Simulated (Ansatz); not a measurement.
One change: `[CH3][AlH][SiH2][SbH2]` becomes `[CH3][AlH][SiH2][SnH3]`.

Ansatz, PBE0-D4/def2-TZVP geometries, multiplicity 1. Each molecule was computed in one conformer, which needn't be the lowest.

Elements past krypton have def2 core potentials.

```tsv
property	`[CH3][AlH][SiH2][SbH2]`
HOMO–LUMO gap (PBE0/def2-TZVPP) / eV	5.32
LUMO energy (B3LYP/def2-TZVPP) / eV	-1.41
HOMO energy (B3LYP/def2-TZVPP) / eV	-6.35
LUMO energy (PBE/def2-TZVPP) / eV	-1.98
size of the dipole moment (B3LYP/def2-TZVPP) / D	0.86
HOMO–LUMO gap (PBE/def2-TZVPP) / eV	3.67
```

**Question.** What does the change do to each property? (Estimate.)

**Answer.** The calculation gave: 
```
                                        property  `[CH3][AlH][SiH2][SnH3]`  shift
            HOMO–LUMO gap (PBE0/def2-TZVPP) / eV                      5.31  -0.01
             LUMO energy (B3LYP/def2-TZVPP) / eV                     -2.04  -0.63
             HOMO energy (B3LYP/def2-TZVPP) / eV                     -6.97  -0.62
               LUMO energy (PBE/def2-TZVPP) / eV                     -2.61  -0.63
size of the dipole moment (B3LYP/def2-TZVPP) / D                      1.69   0.83
             HOMO–LUMO gap (PBE/def2-TZVPP) / eV                      3.56  -0.11
```

Dipoles are sizes alone; their direction can turn.

B3LYP here is the variant with VWN-RPA as its local correlation; programs differ in this.

Spin–orbit coupling is left out; it splits and shifts lone-pair levels of the heavy atoms by tenths of an eV.
